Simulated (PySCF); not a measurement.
ammonia borane cation (BH6N), SMILES [BH3-][NH3+] (connectivity only; charge and spin as stated), charge +1, multiplicity 2. Atoms are numbered in the order given.

```xyz
8

B      0.1381    -0.8299     0.0000
N     -0.0256     0.7163     0.0000
H      1.2189    -1.2862     0.0000
H     -0.8059    -1.4425    -0.5898
H     -0.8059    -1.4425     0.5898
H      0.4370     1.1282     0.8177
H     -0.9925     1.0498     0.0000
H      0.4370     1.1282    -0.8177
```
Charge +1, spin multiplicity 2.

The structure is a stationary point at B3LYP-D3(BJ)/def2-TZVP. The spin state was assumed, not searched.

Level of theory: PBE/def2-TZVPD run with PySCF.

Mulliken values depend strongly on the basis, most of all with diffuse functions as here. ESP charges are fitted to the potential on shells at 1.4 to 2.0 van der Waals radii. Atomic charges (e):

| atom | Mulliken | ESP fit | meta-Löwdin | Mulliken spin |
|---|---|---|---|---|
| B1 | -0.19 | 0.12 | … | 0.55 |
| N2 | -0.31 | -0.64 | … | -0.01 |
| H3 | 0.10 | -0.01 | … | -0.01 |
| H4 | 0.22 | 0.16 | … | 0.22 |
| H5 | 0.22 | 0.16 | … | 0.22 |
| H6 | 0.33 | 0.41 | … | 0.02 |
| H7 | 0.31 | 0.39 | … | 0.00 |
| H8 | 0.33 | 0.41 | … | 0.02 |

Some entries are withheld; supply them. (Estimate from the structure and the level; the computed values follow.)


- B1, meta-Löwdin: -0.16
- N2, meta-Löwdin: -0.29
- H3, meta-Löwdin: 0.09
- H4, meta-Löwdin: 0.21
- H5, meta-Löwdin: 0.21
- H6, meta-Löwdin: 0.32
- H7, meta-Löwdin: 0.30
- H8, meta-Löwdin: 0.32
